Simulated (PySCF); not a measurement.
ReF6, SMILES [F][Re+]([F])([F])([F])([F])[F], charge +1, multiplicity 1. Coordinates come from a B3LYP-D3(BJ)/def2-SVP optimisation. The multiplicity is an assumed one; no other spin state was optimised. The isomer is the one that the SMILES or the coordinates give; other isomers of the formula were not compared. The def2 effective core potentials stand for the cores of Re; spin–orbit coupling is left out.

Level of theory: B3LYP-D3(BJ)/def2-SVP (PySCF).

Harmonic wavenumbers (cm⁻¹): 142, 142, 142, 260, 260, 260, 341, 341, 341, 745, 745, 798, 798, 798, 798. Rotational constants (GHz): 2.041, 2.041, 2.041; symmetry number 24.

Question: Work out the zero-point energy and the ideal-gas rigid-rotor harmonic-oscillator thermochemistry at 298.15 K and 1 atm.

Answer: ZPE = ½ Σ hcν = ½ × 6911 cm⁻¹ = 9.88 kcal/mol. H − E(el) = 15.39 kcal/mol. Entropy in cal/(mol K): translation 42.99, rotation 21.71, vibration 18.29, total 83.00. G − E(el) = -9.35 kcal/mol. Cp = 27.81 cal/(mol K). Modes under 150 cm⁻¹ make the vibrational entropy uncertain.
